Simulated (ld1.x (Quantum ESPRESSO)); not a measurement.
# V: PAW pseudisation with PW91, scalar-relativistic reference atom.

| Item | Value |
| --- | --- |
| Element | vanadium |
| Generator | ld1.x (Quantum ESPRESSO) 7.5 |
| Type | PAW |
| Functional | PW91 |
| Relativity | scalar-relativistic |
| Frozen core | [Ne] 3s2 |
| Valence charge | 11 |
| Reference configuration | 3p6 3d3 4s1.75 4p0.25 |
| Partial waves | 4s (bound): rcut 2.55, rcutus 3.10 bohr; 4s channel at 0.65 Ry: rcut 2.55, rcutus 3.10 bohr; 3p (bound): rcut 1.80, rcutus 2.10 bohr; 4p (bound): rcut 1.80, rcutus 2.10 bohr; 3d (bound): rcut 1.50, rcutus 2.10 bohr; 3d channel at 2.1 Ry: rcut 1.50, rcutus 2.10 bohr |
| Local potential | all-electron potential smoothed inside 2.50 bohr (lloc = -2) |
| Core correction | Bessel-smoothed model core, default radius (core density twice the valence density) |
| Augmentation charge | BESSEL, radius 1.70 bohr |

Calculated quality:

```json
{"Cutoffs needed": "25 Ry and 40 Ry (the cutoffs (Ry, on a coarse ladder) from which the occupation-weighted sum of valence levels, in a spherical-Bessel basis at the reference potential, stays within 10 and 1 mRy of its value at 400 Ry)", "Ghost test": "no extra level below or beside the all-electron valence levels (s, p, d, f tested) (spherical-Bessel basis up to 400 Ry, 20 bohr box)", "Configuration tests": "2 of 7 tests not solved or not reliable; not counted: 3p6 3d3 4s0 4p0 (solver errors, printed error -874 eV); 3p6 3d3 4s0 4p1 (solver errors, printed error -945 eV)", "Lowest eigenvalue of the overlap operator": "0.08 (p channel)"}
```

Generation and tests took about 4.4 s on one core of a shared server CPU.
